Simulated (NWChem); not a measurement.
**Excited singlets of C2H3B by symmetry**

```xyz
6

B      0.0000     0.0000     1.4048
C      0.0000     0.0000    -0.1026
C      0.0000     0.0000    -1.3365
H      0.0000     0.0000    -2.4193
H     -1.0514     0.0000     2.0151
H      1.0514     0.0000     2.0151
```
Charge 0, spin multiplicity 1.

The numbers come from NWChem runs, not from measurements. The geometry was optimised at PBE/def2-SVP, a minimum by its harmonic frequencies. It is one conformer; others weren't searched.

Basis set: aug-cc-pVDZ. Symmetry labels belong to the abelian group C2v used in the runs, with the axes of the coordinates shown. Entries are the lowest vertical excitation energy of each symmetry in eV (for CIS and TDDFT among the lowest few roots); a state of one symmetry need not have the same character in every method. Symmetries that some method's roots don't reach, or where a double excitation leads the EOM-CCSD root, are left out.

The correlated methods keep 3 core orbitals frozen. B3LYP has NWChem's definition, with VWN1-RPA local correlation. The structure started from a generated list of species. Coupled-cluster values serve here as a point of comparison, not as the truth.

```csv
method,a2,a1
CIS,4.20,5.61
TD-PBE,3.45,5.18
TD-B3LYP,3.65,5.27
TDA-CAM-B3LYP,3.78,5.47
EOM-CCSD,4.33,5.85
```
